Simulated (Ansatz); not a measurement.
`[NH2][SnH2][CH2]O`. The species carries charge 0 and has multiplicity 1. Sn: def2 effective core potential. All single points use the PBE0-D4/def2-TZVP geometry. It is one conformer, not always the lowest.

```xyz
11

N     1.927    1.209   -0.203
Sn    0.531   -0.186   -0.699
C    -1.285   -0.135    0.507
O    -2.015   -1.344    0.426
H     2.148    1.241    0.784
H     1.682    2.147   -0.492
H     1.254   -1.716   -0.418
H     0.209    0.060   -2.358
H    -1.033    0.127    1.543
H    -1.938    0.650    0.124
H    -1.479   -2.055    0.786
```

**Question.** What is the dipole moment at ωB97M-V/def2-TZVPP? (Best estimate.)

**Answer.** Ansatz gave: 1.58 D, with components (0.12, 0.67, 1.42) D in this frame, pointing from negative to positive charge.

**Question.** And with PBE, r2SCAN, B3LYP? (Estimate.)

**Answer.** Ansatz gave: PBE 1.61 D, r2SCAN 1.62 D, B3LYP 1.62 D.

**Question.** Give the Mulliken charges with ωB97M-V, r2SCAN, B3LYP in def2-TZVPP. (An estimate is asked.)

**Answer.** Computed: 
| atom | ωB97M-V | r2SCAN | B3LYP |
| --- | --- | --- | --- |
| N1 | -0.51 | -0.58 | -0.55 |
| Sn2 | 0.65 | 0.71 | 0.76 |
| C3 | -0.29 | -0.15 | -0.25 |
| O4 | -0.32 | -0.35 | -0.33 |
| H5 | 0.10 | 0.14 | 0.12 |
| H6 | 0.11 | 0.14 | 0.13 |
| H7 | -0.11 | -0.14 | -0.15 |
| H8 | -0.09 | -0.13 | -0.14 |
| H9 | 0.13 | 0.07 | 0.11 |
| H10 | 0.14 | 0.08 | 0.12 |
| H11 | 0.18 | 0.20 | 0.19 |

B3LYP here is the variant with VWN-RPA as its local correlation; programs differ in this.
